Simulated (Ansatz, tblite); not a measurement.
Cost and result up the ladder for [GaCl4]- (GaCl₄⁻) (5 atoms). Charge -1, multiplicity 1. Geometry: PBE-D4/def2-SVPD.

```
atom    x (Å)    y (Å)    z (Å)
 Ga1   0.0000   0.0000   0.0000
 Cl2  -0.0803  -0.0647  -2.2309
 Cl3  -0.7941  -1.9155   0.8294
 Cl4  -1.2408   1.7029   0.7405
 Cl5   2.1151   0.2774   0.6611
```

Ansatz on 4 threads of AMD EPYC 9B14 on a shared host; xTB runs through tblite on one thread. Times are rough, summed over both states, and most runs start from the orbitals of an earlier one. No level here is sound enough to serve as a yardstick. The other state is a triplet.

The xTB rows come from tblite. HOMO above LUMO, or a gap near zero within one spin, warns that the state may not be the lowest or that an electron is smeared out.

xTB has no spin-polarisation term.

```tsv
level	functions	wall time	vertical triplet (eV)	remarks
GFN1-xTB	45	0.012 s	6.08	–
GFN2-xTB	45	0.014 s	5.65	–
PBE-D4/def2-TZVPD	238	11 s	5.08	HOMO above zero (triplet), gap within one spin near zero (triplet)
r2SCAN-D4/def2-TZVPD	238	25 s	5.63	HOMO above zero (triplet), gap within one spin near zero (triplet)
```
